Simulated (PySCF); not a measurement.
Molfile (atoms numbered from 1):
```
C5H8ClN3
     RDKit          3D

 17 17  0  0  0  0  0  0  0  0999 V2000
   -2.1719   -0.2081    0.3396 C   0  0  0  0  0  0  0  0  0  0  0  0
   -1.2525    0.1112   -0.8356 C   0  0  0  0  0  0  0  0  0  0  0  0
   -0.0229    0.7079   -0.3895 N   0  0  0  0  0  0  0  0  0  0  0  0
    0.1129    2.0285   -0.3427 N   0  0  0  0  0  0  0  0  0  0  0  0
    1.2712    2.3201    0.1144 N   0  0  0  0  0  0  0  0  0  0  0  0
    1.9227    1.1760    0.3810 C   0  0  0  0  0  0  0  0  0  0  0  0
    3.5053    1.1194    1.0032 Cl  0  0  0  0  0  0  0  0  0  0  0  0
    1.1023    0.1035    0.0634 C   0  0  0  0  0  0  0  0  0  0  0  0
    1.3241   -1.3565    0.1498 C   0  0  0  0  0  0  0  0  0  0  0  0
   -1.7134   -0.9344    1.0062 H   0  0  0  0  0  0  0  0  0  0  0  0
   -3.1093   -0.6163   -0.0270 H   0  0  0  0  0  0  0  0  0  0  0  0
   -2.3806    0.6981    0.9022 H   0  0  0  0  0  0  0  0  0  0  0  0
   -1.0217   -0.7951   -1.4017 H   0  0  0  0  0  0  0  0  0  0  0  0
   -1.7293    0.8394   -1.4949 H   0  0  0  0  0  0  0  0  0  0  0  0
    0.6630   -1.8080    0.8890 H   0  0  0  0  0  0  0  0  0  0  0  0
    1.1397   -1.8334   -0.8126 H   0  0  0  0  0  0  0  0  0  0  0  0
    2.3536   -1.5403    0.4453 H   0  0  0  0  0  0  0  0  0  0  0  0
  1  2  1  0
  2  3  1  0
  3  4  1  0
  4  5  2  0
  5  6  1  0
  6  7  1  0
  6  8  2  0
  8  9  1  0
  8  3  1  0
  1 10  1  0
  1 11  1  0
  1 12  1  0
  2 13  1  0
  2 14  1  0
  9 15  1  0
  9 16  1  0
  9 17  1  0
M  END
```

[PySCF 2.14: coordinates at the GFN2-xTB level; σ from GIAO-PBE0/pcSseg-1; gas phase; one conformer; rapidly exchanging positions averaged; no relativistic terms]

δ = σ(ref) − σ, references computed at the same level: ¹³C (σref 186.93) against TMS.

Task: Do the ¹³C shifts follow the atomic charges (in e)? Tabulate both.

Result: 
| atoms | hybridisation | δ (ppm) | σ para (ppm) | Hirshfeld | IAO | Mulliken | ESP-fitted |
| --- | --- | --- | --- | --- | --- | --- | --- |
| C6 | sp2 | 144.7 | -214 | +0.00 | -0.01 | +0.00 | +0.15 |
| C8 | sp2 | 134.3 | -204 | +0.02 | +0.03 | +0.17 | +0.12 |
| C2 | sp3 | 45.5 | -105 | -0.00 | -0.15 | +0.00 | -0.04 |
| C1 | sp3 | 18.3 | -79 | -0.12 | -0.42 | -0.29 | -0.07 |
| C9 | sp3 | 9.1 | -69 | -0.11 | -0.44 | -0.11 | -0.76 |

Correlation coefficients of δ with charge over these carbons: Hirshfeld +0.85, IAO +0.94, Mulliken +0.75, ESP-fitted +0.74; with the paramagnetic shielding -1.00. With so few points, grouped by hybridisation, these coefficients are fragile. Charge is one influence among several: hybridisation and low-lying excitations act through the paramagnetic term.

Carbons that carry Cl, above all several Cl atoms, come out too deshielded, partly because spin–orbit coupling is missing. Shifts are as computed. Against solution values, carbons near 30 ppm lie about +3 ppm off and those near 130 ppm about +5 ppm; carbons on Cl a further +6 ppm. Of 1211 compounds with measured shifts, 218 miss one by over three times the rms of a fit or turn the order of signals round; such compounds aren't used in these exercises.
